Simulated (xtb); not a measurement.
GeO, triplet, at a GFN2-xTB geometry (the spin is typed, not shown lowest). Base run: GFN2-xTB (xtb 6.7.1).

xtb was given this input:
```
$ xtb mol.xyz --gfn 2 --uhf 2 --json

# file mol.xyz
2

Ge    -0.00000000    -0.00000000    -0.33477338
O      0.00000000     0.00000000     1.33909353
```

The base run was repeated with changes; each row names its change, and settings that it needs were set with it.

```json
[
 {"change": "base", "ΔE vs base (mEh)": "0.000", "dipole (D)": "3.20", "G_solv (kcal/mol)": "-", "SCF cycles": "13"},
 {"change": "etemp = 1000", "ΔE vs base (mEh)": "-3.170", "dipole (D)": "3.18", "G_solv (kcal/mol)": "-", "SCF cycles": "12"},
 {"change": "alpb = methanol", "ΔE vs base (mEh)": "-3.933", "dipole (D)": "3.35", "G_solv (kcal/mol)": "-2.63", "SCF cycles": "11"},
 {"change": "gbsa = water", "ΔE vs base (mEh)": "1.146", "dipole (D)": "3.38", "G_solv (kcal/mol)": "0.50", "SCF cycles": "11"},
 {"change": "acc = 1000", "ΔE vs base (mEh)": "0.000", "dipole (D)": "3.20", "G_solv (kcal/mol)": "-", "SCF cycles": "8"},
 {"change": "etemp = 5000", "ΔE vs base (mEh)": "-35.299", "dipole (D)": "2.47", "G_solv (kcal/mol)": "-", "SCF cycles": "12"},
 {"change": "gbsa = methanol", "ΔE vs base (mEh)": "-3.990", "dipole (D)": "3.35", "G_solv (kcal/mol)": "-2.65", "SCF cycles": "11"}
]
```

ALPB and GBSA are two models with their own fitted parameters for each solvent, which aren't always the measured dielectric constant.
